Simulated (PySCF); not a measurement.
Species: neo-PeOEt, C₇H₁₆O.
Atom-mapped SMILES: `[CH3:1][CH2:2][O:3][CH2:4][C:5]([CH3:6])([CH3:7])[CH3:8]` (hydrogens: H9, H10, H11 on C1; H12, H13 on C2; H14, H15 on C4; H16, H17, H18 on C6; H19, H20, H21 on C7; H22, H23, H24 on C8)

Structure used (PBE0-D3(BJ)/def2-SVP), in Å, numbered top down from 1:
```xyz
24
C7H16O angstrom
C      2.9633   -0.1590   -0.0341
C      2.0010    0.6390   -0.8961
O      0.6904    0.1454   -0.8909
C     -0.0375    0.3799    0.2790
C     -1.4897   -0.0576    0.0838
C     -2.2447    0.2057    1.3859
C     -2.1143    0.7471   -1.0569
C     -1.5263   -1.5500   -0.2504
H      2.9305   -1.2234   -0.3118
H      3.9930    0.2028   -0.1755
H      2.7283   -0.0776    1.0377
H      2.0077    1.7053   -0.5889
H      2.3294    0.6059   -1.9468
H      0.3919   -0.1712    1.1403
H     -0.0070    1.4599    0.5386
H     -3.3013   -0.0876    1.2878
H     -1.8153   -0.3676    2.2232
H     -2.2186    1.2736    1.6568
H     -1.5426    0.6073   -1.9853
H     -2.1239    1.8238   -0.8222
H     -3.1542    0.4319   -1.2362
H     -1.0895   -2.1485    0.5654
H     -0.9526   -1.7556   -1.1651
H     -2.5621   -1.8918   -0.4027
```

All values: PBE0/pcSseg-1 (PySCF, non-relativistic), on one gas-phase PBE0-D3(BJ)/def2-SVP geometry that isn't relaxed in the solvent. The solvent is an IEF-PCM continuum (Bondi radii, 1.10 Å for H, scaled by 1.2). The model holds no explicit solvent molecules, cavitation or dispersion.

```csv
medium,total energy (Eh),HOMO (eV),LUMO (eV),dipole (D)
gas phase,-351.134160,-7.287,1.361,1.153
cyclohexane (ε = 2.017),-351.135573,-7.261,1.429,1.307
```

**Question.** What is E(solvent) − E(gas) in cyclohexane, in kcal/mol?

**Answer.** -351.135573 − (-351.134160) = -0.001413 Eh = -0.89 kcal/mol.

**Question.** Scale it by Onsager's factor (ε − 1)/(2ε + 1) to acetone (ε = 20.49), and compare with the calculation.

**Answer.** The factor goes from 0.202 to 0.464, a ratio of 2.299, which gives -2.04 kcal/mol. The calculation gives -2.34 kcal/mol (total energy -351.137882 Eh), so the scaled value is 12.7 % too small in size.

**Question.** Scale the changes of the other columns the same way. What are the values in acetone?

**Answer.** 
```csv
quantity,scaled,computed,difference
HOMO (eV),-7.229,-7.280,+0.051
LUMO (eV),1.516,1.489,+0.027
dipole (D),1.507,1.619,-0.112
```

**Question.** How does each lowering split into the polarisation term (half the interaction with the induced surface charges) and the distortion of the solute's density?

**Answer.** cyclohexane: -0.93 + 0.04 kcal/mol, the distortion taking back 4 % of the polarisation term; acetone: -2.68 + 0.34 kcal/mol, the distortion taking back 13 % of the polarisation term.
